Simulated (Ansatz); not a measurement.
Frontier orbitals of `B1CC[SiH2]1`.

```csv
atom,x (Å),y (Å),z (Å)
B1,1.249,0.587,-0.174
C2,0.699,-0.739,0.469
C3,-0.753,-0.765,-0.087
Si4,-0.689,1.113,-0.406
H5,2.373,0.917,-0.398
H6,0.671,-0.500,1.548
H7,1.276,-1.667,0.392
H8,-0.786,-1.305,-1.037
H9,-1.511,-1.193,0.571
H10,-1.319,1.667,-1.639
H11,-1.211,1.885,0.761
```

Charge 0, multiplicity 1. The structure was optimised at the PBE0-D4/def2-TZVP level. Basis def2-TZVPP, Ansatz 0.2.0.

```json
{"functional": "PBE", "HOMO (eV)": "-6.19", "LUMO (eV)": "-2.86", "gap (eV)": "3.33"}
{"functional": "PBE0", "HOMO (eV)": "-7.35", "LUMO (eV)": "-1.87", "gap (eV)": "5.48"}
{"functional": "B3LYP", "HOMO (eV)": "-7.17", "LUMO (eV)": "-2.06", "gap (eV)": "5.11"}
{"functional": "BHLYP", "HOMO (eV)": "-8.44", "LUMO (eV)": "-0.79", "gap (eV)": "7.65"}
{"functional": "CAM-B3LYP", "HOMO (eV)": "-8.70", "LUMO (eV)": "-0.72", "gap (eV)": "7.98"}
{"functional": "LC-ωPBE", "HOMO (eV)": "-10.02", "LUMO (eV)": "0.46", "gap (eV)": "10.48"}
{"functional": "ωB97X-V", "HOMO (eV)": "-9.68", "LUMO (eV)": "0.34", "gap (eV)": "10.02"}
{"functional": "ωB97M-V", "HOMO (eV)": "-9.49", "LUMO (eV)": "0.09", "gap (eV)": "9.58"}
```

Against PBE, PBE0 changes HOMO and LUMO by −1.16 and +0.99 eV, ωB97M-V by −3.31 and +2.95 eV. A gap of 3.33 eV thus becomes 9.58 eV for the same molecule, so an orbital gap means little without its functional. A positive LUMO is unbound and depends on the basis.

B3LYP here is the variant with VWN-RPA as its local correlation; programs differ in this. LC-ωPBE has ω = 0.4 bohr⁻¹.
